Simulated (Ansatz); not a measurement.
A calculation with Ansatz (development build ahead of 0.2.0).

```yaml
crystal:
  periodic: [false, false, false]
  atoms:
    - { symbol: P, position_ang: [0.0, 0.0, 0.0] }
basis:
  gaussian: { orbitals: def2-SVP }
magnetization:
  spin_polarized: true
  initial_magnetization: 3
hamiltonian:
  xc: hf
correlation:
  method: ccsdt
  frozen_orbitals: { P: 5 }
```

The input is written out in the form of the current development build from the run's settings.

The run gave:

```json
{
  "Converged": "yes",
  "Reference energy": "-340.59744 hartree",
  "Correlation energy": "-0.07976 hartree",
  "Total energy": "-340.67720 hartree",
  "Spin squared of the determinant": "3.750"
}
```
